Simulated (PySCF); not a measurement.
Homolysis of single bonds, series SiF3-X. Isolated molecules, 0 K electronic values unless said otherwise. One relaxed conformer stands for each flexible species; it need not be the lowest. Strings in code marks are SMILES.

Level of theory: PBE-D3(BJ)/def2-TZVP // r2SCAN-D4/def2-TZVP (PySCF 2.14.0). 

A: whole molecule (`N[Si](F)(F)F`)
B: radical fragment (`F[SiH]F`)
C: whole molecule (`F[Si](F)(F)[SiH3]`)
D: whole molecule (`[SeH][Si](F)(F)F`)
E: whole molecule (`F[Si](F)(F)Br`)
F: whole molecule (`F[Si](F)(F)S`)

Task: Pick the species with the lowest dipole moment.

Result: E (0.76 D); next is B (1.24 D).
